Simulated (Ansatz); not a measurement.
Consider the redistribution: `[F][Mg][F]` + `FC1=N[SiH]1Cl` → `[F][Mg][Cl]` + `FC1=N[SiH]1F`.

Calculated with Ansatz (gas phase, PBE0-D4/def2-TZVP geometries, no zero-point term in ΔE). CBS: MP2 limit from def2 TZ/QZ plus the TZ coupled-cluster correction, frozen cores. DFT in def2-TZVPP. For Mg outer-core shells are correlated without core-valence functions, which leaves a few kJ/mol of doubt a bond.

| level | ΔE (kJ/mol) |
| --- | --- |
| r2SCAN0-D4 | -67.4 |
| ωB97X-V | -63.9 |
| PBE | -53.1 |
| BHLYP | -74.5 |

(1) What does CCSD(T)/CBS give? (An estimate is asked.)

Largest T1 diagnostic among the species: 0.014.

Answers

(1) The calculation gave: -60.9 kJ/mol. The listed levels differ from it by -6.5, -3.0, 7.8, -13.6 kJ/mol.

From PBE to PBE0 (25 % exact exchange), in def2-TZVPP and without D4, ΔE moves by −8.3 kJ/mol. In def2-TZVPP, CCSD(T) changes the Hartree–Fock value by +25.3 kJ/mol (the triples alone add +3.9 kJ/mol) and MP2 by +30.2 kJ/mol.
